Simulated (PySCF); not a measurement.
Field gradients at the hydrogen positions

Compound: C₆H₁₂O.
Z-matrix (Å and degrees, GFN2-xTB geometry), rows numbered from 1:
```
C 
C   1  1.4985
C   2  1.3308  1  122.93
C   3  1.5019  2  123.42  1     0.37
O   3  1.3685  2  125.97  1  -179.62
C   5  1.4101  3  118.79  2     0.65
C   6  1.5210  5  108.02  3   177.79
H   1  1.0884  2  111.25  3    42.00
H   1  1.0868  2  110.22  3   162.43
H   1  1.0912  2  111.00  3   -77.94
H   2  1.0783  1  115.94  3   179.01
H   4  1.0861  3  108.93  2   177.94
H   4  1.0881  3  110.55  2    57.78
H   4  1.0888  3  110.80  2   -62.16
H   6  1.0994  5  109.99  3    57.38
H   6  1.0996  5  109.95  3   -61.87
H   7  1.0864  6  109.88  5    58.93
H   7  1.0865  6  110.02  5   -60.56
H   7  1.0864  6  109.89  5   179.14
```

Level: PBE0/pcSseg-1 (PySCF, non-relativistic); Q(2H) = 0.00286 b; rigid geometry, the same for H and D, with no vibrational averaging.

Question: Rank these positions by the coupling χzz of a deuteron there, largest first.
A. H17 (methyl hydrogen)
B. H15 (methylene hydrogen)
C. H11 (vinylic hydrogen)

Answer: C (227 kHz), A (212 kHz), B (189 kHz).

What are Vzz, η and χzz (234.96 MHz × Q × Vzz) at all hydrogens?

| atom | bonded to | bond length (Å) | Vzz (au) | η | χzz (kHz) |
| --- | --- | --- | --- | --- | --- |
| H8 | C1 | 1.088 | 0.3138 | 0.03 | 211 |
| H9 | C1 | 1.087 | 0.3169 | 0.02 | 213 |
| H10 | C1 | 1.091 | 0.3104 | 0.01 | 209 |
| H11 | C2 | 1.078 | 0.3373 | 0.11 | 227 |
| H12 | C4 | 1.086 | 0.3148 | 0.02 | 212 |
| H13 | C4 | 1.088 | 0.3139 | 0.02 | 211 |
| H14 | C4 | 1.089 | 0.3135 | 0.02 | 211 |
| H15 | C6 | 1.099 | 0.2819 | 0.06 | 189 |
| H16 | C6 | 1.100 | 0.2820 | 0.06 | 189 |
| H17 | C7 | 1.086 | 0.3159 | 0.02 | 212 |
| H18 | C7 | 1.086 | 0.3158 | 0.02 | 212 |
| H19 | C7 | 1.086 | 0.3173 | 0.03 | 213 |

How does χzz go with the bond length over the 12 C–H bonds?

A straight-line fit has a slope of -17.3 kHz for each 0.01 Å, with a correlation coefficient of -0.99, over lengths from 1.078 to 1.100 Å. The longer bonds have the smaller couplings here.

A static deuteron (I = 1) shows a doublet split by (3/2)χ, (3/4)χ(1 + η) and (3/4)χ(1 − η) with the field along z, y and x of the gradient. What are these for H9?

With |χ| = 213.0 kHz and η = 0.024: 319, 164 and 156 kHz, to first order and without motion.

Geometry: GFN2-xTB, one conformer, isolated molecule. GFN2-xTB frequencies show an imaginary mode (45i cm⁻¹), so this geometry is no minimum at that level. GFN2-xTB bond lengths can be off by several hundredths of an ångström, more for odd bonds, and the gradients follow them. With so small a basis the couplings can be 20 % off.
